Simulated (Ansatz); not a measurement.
Start from `C[O][GeH]([OH])[Cl]` and change one atom or group to get `C[O][GeH2][OH]`.

Ansatz, PBE0-D4/def2-TZVP geometries, multiplicity 1. Each molecule was computed in one conformer, which needn't be the lowest.

Scalar relativity is left out up to krypton.

| property | `C[O][GeH]([OH])[Cl]` |
| --- | --- |
| HOMO–LUMO gap (B3LYP/def2-TZVPP) / eV | 7.81 |
| zero-point energy (PBE0-D4/def2-TZVP) / kJ/mol | 171.9 |
| HOMO–LUMO gap (ωB97M-V/def2-TZVPP) / eV | 12.72 |
| HOMO energy (PBE0/def2-TZVPP) / eV | -8.43 |
| HOMO–LUMO gap (PBE0/def2-TZVPP) / eV | 8.42 |
| size of the dipole moment (B3LYP/def2-TZVPP) / D | 1.44 |

Problem. What does the change do to each property? (Estimate.)

Solution. Computed: 
```
                                        property  `C[O][GeH2][OH]`  shift
           HOMO–LUMO gap (B3LYP/def2-TZVPP) / eV              7.82   0.01
  zero-point energy (PBE0-D4/def2-TZVP) / kJ/mol             187.4   15.5
         HOMO–LUMO gap (ωB97M-V/def2-TZVPP) / eV             12.44  -0.28
              HOMO energy (PBE0/def2-TZVPP) / eV             -7.93   0.50
            HOMO–LUMO gap (PBE0/def2-TZVPP) / eV              8.37  -0.05
size of the dipole moment (B3LYP/def2-TZVPP) / D              1.93   0.49
```

Dipoles are sizes alone; their direction can turn.

B3LYP here is the variant with VWN-RPA as its local correlation; programs differ in this.
